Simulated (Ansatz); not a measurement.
Reaction R1 + R2 → P1 + P2, each structure at its B3LYP-D3(BJ)/def2-TZVP stationary point, reached from a drawn start (curvature not checked).
R1: H atom, charge 0, multiplicity 2.
P1, O2 (SMILES O=O) (charge 0, multiplicity 3):
```xyz
2

O      0.0000     0.0000     0.6022
O      0.0000     0.0000    -0.6022
```
R2, O3 (SMILES O=[O+][O-]) (charge 0, multiplicity 1):
```xyz
3

O      0.0000     1.0761    -0.2143
O      0.0000     0.0000     0.4286
O      0.0000    -1.0761    -0.2143
```
P2: OH (SMILES [OH]), charge 0, multiplicity 2.

P less R. No zero-point or thermal terms; singlets are restricted closed shells; open shells are unrestricted; no spin–orbit coupling.

Cores are frozen in the correlated methods. CBS(a, b) extrapolates the correlation energy as X⁻³ and adds the Hartree–Fock energy of set b.

Run with Ansatz (Gaussian orbitals). No computed number here is a measurement.

PBE/def2-TZVPPD gives -289.5 kJ/mol for the reaction energy.

Question: Predict the shift from PBE, with its sign, for: r2SCAN/def2-TZVPPD, B3LYP/def2-TZVPPD, wB97M-V/def2-TZVPPD, B2PLYP/def2-TZVPPD, MP2/CBS(aug-cc-pVTZ, aug-cc-pVQZ), CCSD(T)/CBS(aug-cc-pVTZ, aug-cc-pVQZ).

Answer: r2SCAN/def2-TZVPPD -72.1; B3LYP/def2-TZVPPD -93.4; wB97M-V/def2-TZVPPD -95.2; B2PLYP/def2-TZVPPD -63.8; MP2/CBS(aug-cc-pVTZ, aug-cc-pVQZ) 10.2; CCSD(T)/CBS(aug-cc-pVTZ, aug-cc-pVQZ) -57.1 kJ/mol. 1 of 6 lie above PBE; the widest gap is to wB97M-V/def2-TZVPPD.

Ansatz is a first-principles code.
